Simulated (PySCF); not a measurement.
## Radial density of Al⁻ (aluminium, charge -1)

PBEsol, [Ne] 3s2 3p2, high-spin 3P determinant. Computed with PySCF 2.14 in dyall-av3z (19s12p3d2f, 84 functions), with no relativity, point nucleus.

```tsv
r (bohr)	4πr²ρ (e/bohr)	4πr²(ρα − ρβ)
0.00224	0.08348	0.0000
0.00377	0.2270	0.0000
0.00635	0.6006	-0.0001
0.0107	1.519	-0.0001
0.0180	3.557	-0.0003
0.0302	7.332	-0.0005
0.0508	12.23	-0.0002
0.0854	14.51	0.0034
0.144	10.93	0.0170
0.242	8.766	0.0437
0.407	12.47	0.0517
0.684	8.974	0.0067
1.15	2.158	0.0421
1.93	1.222	0.2993
3.25	0.9019	0.4238
5.47	0.2592	0.2089
9.21	0.05924	0.0585
15.5	0.007375	0.0074
```

At PBEsol the highest occupied level has a positive energy, so only the finite basis holds that electron; in a semilocal or global hybrid functional this comes from self-interaction and does not mean that the real anion is unbound.
